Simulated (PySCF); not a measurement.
An unknown shows these calculated signals:

$^{1}$H NMR (300 MHz, computed): δ 4.74 (sept, 1H), 4.69 (m, 2H), 4.11 (d, 6H).

$^{13}$C{$^{1}$H} NMR (computed): δ 129.1 (C), 86.1 (CH2), 55.7 (CH).

Isolated molecule, non-relativistic Hamiltonian, one averaged value for each set of equivalent atoms, one conformer. Shielding tensors at PBE0/pcSseg-1 (GIAO); geometry: GFN2-xTB; PySCF 2.14.0 with density-fitted response routines.

Referencing at the same level of theory: $^{1}$H and $^{13}$C vs TMS.

**Question.** Which of these does the molecule contain: a non-aromatic C=C double bond, a methoxy group, a Si–H bond, a three-membered ring?

**Answer.** 
- A non-aromatic C=C double bond: no.
- A methoxy group: no.
- A Si–H bond: yes (δH 4.11 (d)).
- A three-membered ring: no.

The data belong to `InChI=1S/C3H9F3OSi2/c4-1-3(5,6)7-2(8)9/h2H,1H2,8-9H3`; they needn't prove each group on their own.

Carbon signals by region: 1 in the sp2 and nitrile region (100–160 ppm), 2 at 50–100 ppm.

Splittings by $^{19}$F in the carbon and heteronuclear signals aren't shown, as no couplings were computed. Shifts are as computed. Against solution values, carbons near 30 ppm lie about +3 ppm off and those near 130 ppm about +5 ppm. Of 1309 compounds with measured shifts, 239 miss one by over three times the rms of a fit or turn the order of signals round; such compounds aren't used in these exercises. Multiplicities follow the n + 1 count of equivalent neighbours, as no J values were calculated; m marks all less simple cases, F and P coupling included.
